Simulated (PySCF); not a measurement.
[CrO4]3- by CASSCF and spin-orbit coupling

The complex [CrO4]3- (charge -3) contains Cr(V), shell d1. The structure is a model geometry with rigid ligands and bond lengths from ionic radii, not a minimum; coordination tetrahedral, point group Td, metal–donor distances 1.73 Å.

The d shell alone is too small an active space for [CrO4]3- (an active orbital has only 0.65 squared overlap with the free ion's shell): its levels, fitted parameters, g values and moments show what this model gives and aren't sound predictions.

```
5

Cr    0.000    0.000    0.000
O     0.999    0.999    0.999
O    -0.999   -0.999    0.999
O    -0.999    0.999   -0.999
O     0.999   -0.999   -0.999
```

Method (PySCF 2.14, density fitting): CASSCF(1,5) with orbitals averaged over all microstates of the shell, strongly contracted NEVPT2 on the averaged canonical orbitals; basis x2c-TZVPall on the metal, x2c-SVPall elsewhere; spin-free X2C; IEF-PCM water; spin-orbit coupling by state interaction with the mean-field operator over all roots.

## Spin-free states

```json
{"2S+1": "2", "deg.": "2", "symmetry": "2E", "free-ion term": "2D 1.00", "CASSCF / cm⁻¹": "0", "NEVPT2 / cm⁻¹": "0", "f(ED)": "–"}
{"2S+1": "2", "deg.": "3", "symmetry": "2T2", "free-ion term": "2D 1.00", "CASSCF / cm⁻¹": "14141", "NEVPT2 / cm⁻¹": "15492", "f(ED)": "4.8e-03"}
```

Energies are counted from the ground state at NEVPT2 level. Weights follow the labels. f(ED) is the electric-dipole oscillator strength from the ground state at the fixed geometry, without vibronic coupling; occupations, where given, run over the ligand-field orbitals from the lowest.

## Ligand-field fit

```csv
cm⁻¹,CASSCF,NEVPT2
10Dq,14141,15492
```

```tsv
orbital	CASSCF / cm⁻¹	NEVPT2 / cm⁻¹	metal share	main function
1	0	0	0.86	degenerate set
2	0	0	0.86	degenerate set
3	14141	15492	0.69	degenerate set
4	14141	15492	0.69	degenerate set
5	14141	15492	0.69	degenerate set
```

ζ = 216 cm⁻¹, against 360 for the free ion.

## Spin-orbit levels

```json
{"E / cm⁻¹": "0.0", "deg.": "4", "make-up": "1.00 2E", "g (S′ = 1/2)": "–"}
{"E / cm⁻¹": "15439.9", "deg.": "4", "make-up": "1.00 2T2", "g (S′ = 1/2)": "–"}
{"E / cm⁻¹": "15623.8", "deg.": "2", "make-up": "1.00 2T2", "g (S′ = 1/2)": "1.17 1.17 1.17"}
```

Magnetism:

The ground state is orbitally degenerate (an E term, whose orbital moment is quenched to first order), so no simple spin Hamiltonian is given. The lowest spin-orbit level is 4-fold; the next lies at 15439.9 cm⁻¹. μeff is 1.72 μB at 300 K and 1.70 μB at 10 K; the spin-only value is 1.73 μB.

```
T / K  χT / cm³ K mol⁻¹  μeff / μB
    2             0.360       1.70
    5             0.360       1.70
   10             0.361       1.70
   20             0.361       1.70
   30             0.361       1.70
   50             0.362       1.70
   75             0.363       1.70
  100             0.363       1.71
  150             0.365       1.71
  200             0.366       1.71
  250             0.368       1.72
  300             0.370       1.72
```

Powder magnetisation at 2 K: 0.16 μB at 0.5 T, 0.31 μB at 1 T, 0.57 μB at 2 T, 0.74 μB at 3 T, 0.91 μB at 5 T, 0.96 μB at 7 T.

Charge-transfer states lie outside this active space and may come lower than some of these levels. The ground state is orbitally degenerate in this regular structure, which would distort (Jahn–Teller), so its moment is that of the undistorted model. NEVPT2 on the d shell alone tends to put d–d bands too high for such charged or covalently bound ions.

The job took 4 s on one thread of Arm Neoverse V1 (shared host), with 104 basis functions, launched as `OMP_NUM_THREADS=1 python lf_run.py task.json out`.
